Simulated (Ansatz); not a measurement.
Ideal-gas functions of `N=C1C(F)[SiH]1F` at 800 K and 1 bar, from an Ansatz frequency run at PBE0-D4/def2-TZVP.

Molar mass 107.14 g/mol, point group C1 (symmetry number 1), electronic degeneracy 1, moments of inertia 114.835, 237.489, 322.647 u Å². Harmonic wavenumbers (cm⁻¹, unscaled): 153, 166, 181, 255, 305, 560, 632, 652, 697, 772, 832, 878, 949, 1030, 1164, 1238, 1337, 1754, 2280, 3033, 3401.

Use S(trans) = R[1.5 ln M + 2.5 ln T − 1.1517]; rotational temperatures θ = 24.2544 K / I; S(rot) = R[ln(√π/σ · √(T³/θAθBθC)) + 1.5]; for each mode x = 1.438777 ν̃/T, S = R[x/(eˣ − 1) − ln(1 − e⁻ˣ)] and H = RT x/(eˣ − 1); 1 cm⁻¹ = 0.0119627 kJ/mol; R = 8.31446 J/(mol·K).

By hand: the entropy, in J/(mol·K).

Translation 187.7. Rotation: θ = 0.2112, 0.1021, 0.0752 K, giving 127.3. Vibration, mode by mode: 19.07, 18.40, 17.68, 14.87, 13.41, 8.60, 7.68, 7.45, 6.96, 6.22, 5.70, 5.33, 4.81, 4.28, 3.54, 3.19, 2.77, 1.53, 0.71, 0.23, 0.13, in all 152.6. Electronic 0.0. Sum 467.6 J/(mol·K).

By hand: H − E and G − E in kJ/mol, counted from the electronic energy.

Zero-point energy ½ × 22269 × 0.0119627 = 133.2; thermal vibration 62.1; translation, rotation and pV give 4 RT = 26.6. H − E = 221.9 kJ/mol, and G − E = 221.9 − 800 × 467.6/1000 = -152.2 kJ/mol.

Vibration gives 33 % of the entropy. The sum counts one conformer and one mirror image; others add a mixing term.
